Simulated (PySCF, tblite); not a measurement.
Species: C₄H₁₀FN₃Si₂.
SMILES with atom numbers: `[CH3:1][NH:2][SiH2:3][n:4]1[cH:5][n:6][cH:7][c:8]1[SiH2:9][F:10]` (hydrogens: H11, H12, H13 on C1; H14 on N2; H15, H16 on Si3; H17 on C5; H18 on C7; H19, H20 on Si9)

Structure used (GFN2-xTB), in Å, numbered top down from 1:
```
atom  x, y, z in Å
C1     3.4463    0.5565   -0.1820
N2     2.1491   -0.0719   -0.2662
Si3    0.7199    0.6896    0.2880
N4    -0.4923   -0.5716    0.1478
C5    -0.2661   -1.9098    0.1969
N6    -1.3536   -2.6202    0.1297
C7    -2.3589   -1.7153    0.0368
C8    -1.8632   -0.4336    0.0451
Si9   -2.8178    1.1584   -0.0057
F10   -2.3006    2.0638   -1.2410
H11    3.4875    1.1507    0.7269
H12    3.6487    1.2173   -1.0305
H13    4.2267   -0.2046   -0.1403
H14    2.0887   -0.6938   -1.0598
H15    0.2400    1.8503   -0.4609
H16    0.9082    0.9893    1.7105
H17    0.7196   -2.3196    0.2852
H18   -3.3809   -2.0313   -0.0334
H19   -2.5903    2.0080    1.1574
H20   -4.2161    0.8984   -0.3075
```

Computed with PBE0/pcSseg-1 in PySCF (dipole) on a GFN2-xTB geometry, gas phase.

Masses are those of the commonest isotopes; rigid-rotor values at the optimised geometry. The values belong to one conformer with, in the numbering `[CH3:1][NH:2][SiH2:3][n:4]1[cH:5][n:6][cH:7][c:8]1[SiH2:9][F:10]`, C1–N2–Si3–N4 -173°, N2–Si3–N4–C5 27°, C7–C8–Si9–F10 -125°.

Problem. What are A, B and C (GHz)?

Solution. Ia = 377.47, Ib = 738.12, Ic = 1054.19 u·Å²; 505379 MHz·u·Å²/I gives 1339, 684.7 and 479.4 MHz, that is A = 1.3389, B = 0.6847, C = 0.4794 GHz.

Problem. Classify the top.

Solution. An asymmetric top; Ray's κ = -0.522.

Problem. What does the inertial defect say?

Solution. Not planar: Δ = Ic − Ia − Ib = -61.39 u·Å². For a rigid frame Δ = −2 Σ m c², so Σ m c² = 30.70 u·Å² lies off the ab plane: 9.17 from hydrogen and 21.53 from heavier atoms. The atom farthest from that plane is 1.87 Å away.

Problem. List the rotational levels J(Ka,Kc) to J = 5 (MHz).

Solution. Above 0(0,0):
J = 1: 1(0,1) 1164, 1(1,1) 1818, 1(1,0) 2024
J = 2: 2(0,2) 3451, 2(1,2) 3941, 2(1,1) 4557, 2(2,1) 6520, 2(2,0) 6561
J = 3: 3(0,3) 6788, 3(1,3) 7102, 3(1,2) 8328, 3(2,2) 10012, 3(2,1) 10208, 3(3,1) 13820, 3(3,0) 13825
J = 4: 4(0,4) 11105, 4(1,4) 11279, 4(1,3) 13295, 4(2,3) 14636, 4(2,2) 15171, 4(3,2) 18545, 4(3,1) 18581, 4(4,1) 23782, 4(4,0) 23783
J = 5: 5(0,5) 16365, 5(1,5) 16451, 5(1,4) 19393, 5(2,4) 20365, 5(2,3) 21456, 5(3,3) 24460, 5(3,2) 24598, 5(4,2) 29694, 5(4,1) 29699, 5(5,1) 36421, 5(5,0) 36421
The levels of one J sum to (2J + 1)J(J + 1)(A + B + C)/3.

Problem. Which lines would a microwave search look for?

Solution. The dipole components are |μa| = 2.53 D, |μb| = 1.66 D, |μc| = 0.55 D. Intensities carry the squares of the components, which stand as 1.00 : 0.43 : 0.05 (a : b : c). Some lines, for components of 0.1 D or more:

| type | branch | J(Ka,Kc) | MHz | lower level (cm⁻¹) |
| --- | --- | --- | --- | --- |
| c | Q | 2(1,2) ← 2(0,2) | 490 | 0.115 |
| b | Q | 1(1,0) ← 1(0,1) | 859 | 0.039 |
| c | R | 1(1,0) ← 0(0,0) | 2024 | 0.000 |
| b | Q | 2(2,1) ← 2(1,2) | 2578 | 0.131 |
| b | R | 2(1,2) ← 1(0,1) | 2777 | 0.039 |
| c | R | 2(1,1) ← 1(0,1) | 3393 | 0.039 |
| c | Q | 3(3,1) ← 3(2,1) | 3612 | 0.340 |
| b | Q | 3(3,1) ← 3(2,2) | 3808 | 0.334 |
| c | R | 3(2,2) ← 2(1,2) | 6071 | 0.131 |
| b | R | 3(2,1) ← 2(1,2) | 6267 | 0.131 |

Problem. Estimate the classical rotational partition function at 10 K, 50 K and 200 K.

Solution. Point group C1, symmetry number σ = 1; q = (√π/σ)·√((kT/h)³/(ABC)), k/h = 20836.6 MHz/K: 8040 at 10 K, 89900 at 50 K, 719000 at 200 K.

Its lowest GFN2-xTB frequency is 10i cm⁻¹, too small to tell a flat minimum from a shallow saddle. No vibrational averaging or centrifugal distortion is included, and the geometry carries the error of its method. A rigid rotor knows nothing of inversion at nitrogen or internal rotation, which can split or shift real lines. Quadrupole hyperfine structure (14N) is left out.

The run took 56 s of wall time (grids of density and orbitals included) on one thread, Arm Neoverse V2 (aarch64), on a shared host, and the process peaked at 1.0 GiB of memory. This is the PBE0/pcSseg-1 job that gave the dipole, with the shieldings it also computed.
